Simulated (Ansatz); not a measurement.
One change: `CC/C=C(\F)Cl` becomes `F/C(Cl)=C\C(F)F`.

Ansatz, PBE0-D4/def2-TZVP geometries, multiplicity 1. Each molecule was computed in one conformer, which needn't be the lowest.

| property | `CC/C=C(\F)Cl` |
| --- | --- |
| size of the dipole moment (B3LYP/def2-TZVPP) / D | 1.71 |
| HOMO–LUMO gap (ωB97M-V/def2-TZVPP) / eV | 11.61 |
| HOMO energy (PBE0/def2-TZVPP) / eV | -7.16 |
| HOMO energy (PBE/def2-TZVPP) / eV | -5.95 |
| HOMO energy (ωB97M-V/def2-TZVPP) / eV | -9.35 |
| LUMO energy (PBE0/def2-TZVPP) / eV | 0.21 |

**Question.** Give the same properties after the change, and the shifts. (Estimate.)

**Answer.** Computed: 
```tsv
property	`F/C(Cl)=C\C(F)F`	shift
size of the dipole moment (B3LYP/def2-TZVPP) / D	1.46	-0.25
HOMO–LUMO gap (ωB97M-V/def2-TZVPP) / eV	11.79	0.18
HOMO energy (PBE0/def2-TZVPP) / eV	-8.17	-1.01
HOMO energy (PBE/def2-TZVPP) / eV	-6.88	-0.93
HOMO energy (ωB97M-V/def2-TZVPP) / eV	-10.37	-1.02
LUMO energy (PBE0/def2-TZVPP) / eV	-0.79	-1.00
```

Dipoles are sizes alone; their direction can turn.

B3LYP here is the variant with VWN-RPA as its local correlation; programs differ in this.
